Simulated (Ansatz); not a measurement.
Consider the atomization: `C=CB(C=C)C=C` → B• + 6 C• + 9 H•.

Calculated with Ansatz (gas phase, PBE0-D4/def2-TZVP geometries, no zero-point term in ΔE). CBS: MP2 limit from def2 TZ/QZ plus the TZ coupled-cluster correction, frozen cores. This one scheme is used for every species, atoms too. Functionals use def2-TZVPP. B3LYP here is the variant with VWN-RPA as its local correlation; programs differ in this. No spin–orbit coupling; open shells (•) take unrestricted orbitals. Spin–orbit coupling would lower the free atoms: a little for B, C. One conformer a species, not always the lowest.

`C=CB(C=C)C=C`:

Cartesian coordinates in Å:
```
C -1.429 1.670 1.301
C -0.225 1.242 0.912
B 0.015 -0.040 0.065
C 1.440 -0.367 -0.464
C 2.488 0.454 -0.355
C -1.171 -0.994 -0.254
C -1.089 -2.042 -1.079
H -2.337 1.131 1.050
H -1.564 2.579 1.880
H 0.622 1.857 1.214
H 1.625 -1.313 -0.972
H 3.468 0.203 -0.749
H 2.409 1.422 0.131
H -2.146 -0.817 0.198
H -0.164 -2.303 -1.584
H -1.941 -2.681 -1.294
```

Task: What is ΔE at CCSD(T)/CBS? (Best estimate.)

Result: Ansatz gave: +1643.2 kcal/mol.

Task: What do these levels give: revPBE-D4, PBE0-D4, B3LYP-D4, r2SCAN0-D4, CCSD/def2-TZVPP, CCSD/CBS(def2)? (An estimate is asked.)

Result: Ansatz gave: revPBE-D4 1654.9, PBE0-D4 1666.3, B3LYP-D4 1654.7, r2SCAN0-D4 1635.9, CCSD/def2-TZVPP 1583.1, CCSD/CBS(def2) 1618.1 kcal/mol.

Largest T1 diagnostic among the species: 0.014.

Leaving LDA and LC-ωPBE aside and taking each functional with its dispersion term where it has one, the values, not all of them listed here, spread over 81.6 kcal/mol, from BHLYP-D4 to PBE-D4. LDA lies +190.6 kcal/mol from PBE without D4, its usual overbinding. From r2SCAN to r2SCAN0 (25 % exact exchange), in def2-TZVPP and without D4, ΔE moves by −21.0 kcal/mol: exact exchange takes away binding that semilocal exchange gives to molecules.

For atomizations the MP2-based limit and the directly extrapolated one differ by several kJ/mol either way, and by 10 to 25 for some Ge, Se and Sn compounds, so smaller differences from it don't rank the levels.
